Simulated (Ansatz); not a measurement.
## Ansatz (development build ahead of 0.2.0) run

```yaml
crystal:
  periodic: [false, false, false]
  atoms:
    - { symbol: Ni, position_ang: [0.0, 0.0, 0.0] }
    - { symbol: B, position_ang: [0.0, 1.5675, 1.0976] }
    - { symbol: Cl, position_ang: [0.0, -1.7032, 1.1926] }
basis:
  gaussian: { orbitals: pcseg-2 }
magnetization:
  spin_polarized: true
  initial_magnetization: 4
hamiltonian:
  xc: pbe
```

The input is written out in the form of the current development build from the run's settings.

Output:

```yaml
Converged: yes
Total_energy: -1992.83042 hartree
Spin_squared_of_the_determinant: 6.009
Stability_test: minimum
```

Caution: other spin multiplicities were not run.
